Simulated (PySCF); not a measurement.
Species: C₃H₁₀GeO₂.
Cartesian coordinates in Å at the PBE0-D3(BJ)/def2-SVP level; atoms count from 1:
```xyz
16
C3H10GeO2 angstrom
C     -2.6498   -0.1316    0.3520
C     -1.4158    0.4504   -0.3075
O     -0.3421    0.5836    0.5887
Ge     0.7208   -0.7809    1.0003
O      2.3654   -0.1348    1.0141
C      2.8695    0.5312   -0.1124
H     -3.5010   -0.1525   -0.3460
H     -2.9322    0.4693    1.2296
H     -2.4695   -1.1647    0.6927
H     -1.6386    1.4589   -0.6963
H     -1.1327   -0.1676   -1.1844
H      0.5440   -1.8394   -0.1135
H      0.4877   -1.2768    2.4294
H      3.8866    0.8845    0.1189
H      2.2551    1.4072   -0.3873
H      2.9376   -0.1300   -0.9986
```

Method used: PySCF, TDDFT CAM-B3LYP/def2-SVPD, vertical, gas phase, core orbitals frozen in the response. The CAM-B3LYP/def2-SVPD calculation is non-relativistic and has no spin–orbit coupling, an omission that weighs most on germanium.

| state | λ (nm) | E (eV) | f | main configurations (H = HOMO, L = LUMO) |
| --- | --- | --- | --- | --- |
| S1 | 172.2 | 7.20 | 0.0046 | H→L+1 (71%) |
| S2 | 168.6 | 7.35 | 0.0052 | H→L+2 (44%), H-1→L+1 (17%), H-1→L+2 (14%) |
| S3 | 163.9 | 7.57 | 0.0033 | H-1→L+2 (55%), H-1→L+1 (22%) |
| S4 | 161.4 | 7.68 | 0.017 | H→L+2 (35%), H-1→L+1 (30%), H-1→L+2 (14%) |
| S5 | 161.1 | 7.70 | 0.063 | H→L (76%) |
| S6 | 158.4 | 7.83 | 0.021 | H-1→L (79%) |
| S7 | 154.7 | 8.01 | 0.015 | H-3→L+1 (50%), H-2→L+1 (15%), H-2→L+2 (14%) |
| S8 | 152.9 | 8.11 | 0.011 | H-2→L+2 (31%), H-2→L+1 (25%), H-2→L (25%) |
| S9 | 151.3 | 8.19 | 0.013 | H-2→L+2 (32%), H-3→L+1 (22%), H-2→L+1 (19%) |
| S10 | 147.9 | 8.38 | 0.016 | H-3→L+2 (37%), H→L+3 (25%) |

Triplets, Tamm–Dancoff:

```tsv
state	E (eV)	λ (nm)	main configurations (H = HOMO, L = LUMO)
T1	6.81	182.0	H→L+1 (50%), H-1→L+1 (10%), H→L+4 (8%)
T2	6.94	178.5	H→L+2 (34%), H-1→L+2 (24%), H→L+1 (8%)
T3	7.25	171.0	H-1→L+1 (50%), H→L+2 (19%)
T4	7.31	169.6	H-1→L+2 (44%), H→L+2 (12%), H→L+1 (12%)
```

The lowest singlet lies at 7.20 eV (172 nm, vacuum ultraviolet) and is very weak; its leading configuration is HOMO→LUMO+1 (71%). The strongest level in the table is S5 at 7.70 eV (161 nm, f = 0.063). Löwdin shares by element: HOMO oxygen 61%, carbon 8% or more, germanium 7% (atoms not listed hold the other 24%); LUMO germanium 33%, hydrogen 21% or more, carbon 10% or more (atoms not listed hold the other 35%). Weighted by f, the mean energy of these states is 7.84 eV. Orbital energies (eV): HOMO-3 -10.17, HOMO-2 -10.00, HOMO-1 -9.47, HOMO -9.33, LUMO 1.11, LUMO+1 1.23, LUMO+2 1.37. The listed states span 1.18 eV, and the widest gap between neighbours is 0.21 eV (S2 to S3). All these states lie below the vertical ionisation energy of 10.07 eV (ΔSCF). Singlets were solved by full linear response, triplets in the Tamm–Dancoff approximation.

One conformer stands for the species.
